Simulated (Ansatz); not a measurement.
CH₄AlBO, relaxed with RKS PBE-D4/def2-SVP in the Gaussian-basis code of Ansatz from a rough embedded geometry. The force threshold is 0.03 eV/Å; the program also tests the step.

Total charge 0; spin multiplicity 1. The bonds changed during the relaxation, so this is another structure than the one it started from.

Start:

```xyz
8

B     0.636   -0.607    1.201
C    -0.449   -0.506    0.156
O    -1.356   -1.284    0.173
Al   -0.351    0.807   -1.269
H     1.561    0.202    1.255
H     0.612   -1.420    2.110
H     0.830    1.906   -1.257
H    -1.483    0.901   -2.370
```

**Question.** By how much does the energy fall, and how many steps does the optimiser take? (An estimate is asked.)

**Answer.** Ansatz gave: 60.20 kcal/mol, in 51 steps, 2 of them rejected.

**Question.** Which bonds change most? (Best estimate.)

**Answer.** Ansatz gave: B1–Al4 from 3.013 to 2.125 Å; C2–O3 from 1.195 to 1.159 Å; B1–C2 from 1.510 to 1.481 Å; Al4–H8 from 1.583 to 1.604 Å.

**Question.** Give the relaxed structure. (Estimate.)

**Answer.** Computed: 
```xyz
8

B     0.043   -0.391    0.775
C     0.518   -1.515   -0.065
O     0.866   -2.355   -0.783
Al   -0.407    1.172   -0.592
H     1.000    0.139    1.341
H    -0.921   -0.683    1.466
H     0.205    1.240   -2.077
H    -1.304    2.393   -0.066
```
